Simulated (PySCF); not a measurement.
Compound: methylgermylbromide, CH5BrGe.
Atom-mapped SMILES: `[CH3:1][GeH2:2][Br:3]` (hydrogens: H4, H5, H6 on C1; H7, H8 on Ge2)

Computed by this run: PBE0-D3(BJ)/def2-TZVP geometry optimisation, gas phase (PySCF); density fitting, grid level 2; the optimiser is geomeTRIC in internal coordinates, started from a GFN2-xTB structure with every atom displaced at random (about 0.01 Å).

Step 0: E = -127668.3718 eV
```
atom  x, y, z in Å  |  force x, y, z in eV/Å
C1     -1.0474    0.1848    0.0539   -0.415   0.945  -0.740
Ge2     0.8029   -0.3594   -0.1276   -0.342  -0.199  -0.194
Br3     2.1148    1.3372    0.6138    0.410   0.626   0.283
H4     -1.2657    0.4409    1.0853   -0.016  -0.128   0.227
H5     -1.7435   -0.5786   -0.3000    0.096  -0.098   0.113
H6     -1.2543    1.1098   -0.5454    0.352  -0.759   0.403
H7      1.1850   -1.5534    0.7221   -0.029  -0.333   0.255
H8      1.2633   -0.6003   -1.5545   -0.056  -0.054  -0.347
```

**Question.** Estimate the geometry and energy of step 1. (The exact step hangs on the optimiser's Hessian estimate; all steps are aligned on step 0, rigid shifts and turns removed.)

**Answer.** E = -127668.4220 eV, largest force 0.164 eV/Å
```
atom  x, y, z in Å  |  force x, y, z in eV/Å
C1     -1.0524    0.2058    0.0535    0.149  -0.032   0.060
Ge2     0.8062   -0.3415   -0.1203    0.053  -0.063   0.000
Br3     2.1773    1.3493    0.7071   -0.106  -0.091  -0.066
H4     -1.2771    0.5247    1.0725    0.030   0.013  -0.088
H5     -1.6926   -0.6339   -0.2103   -0.071  -0.119   0.007
H6     -1.2454    1.0136   -0.6478   -0.036   0.151   0.031
H7      1.1518   -1.6058    0.6955   -0.039   0.126  -0.053
H8      1.1873   -0.5313   -1.6026    0.021   0.017   0.109
```

The energy changes by -0.0502 eV. The first-order estimate −F·Δx gives -0.1466 eV and the mean of the old and new forces, exact on a quadratic surface, -0.0540 eV. The step makes an angle of 74° with the force vector and moves no atom by more than 0.141 Å.

The cost below is that of the whole optimisation. Time: 1.7 min; peak memory 0.64 GiB. Hardware: Arm Neoverse N1, one thread, shared host with 64 logical CPUs at a one-minute load of 55.
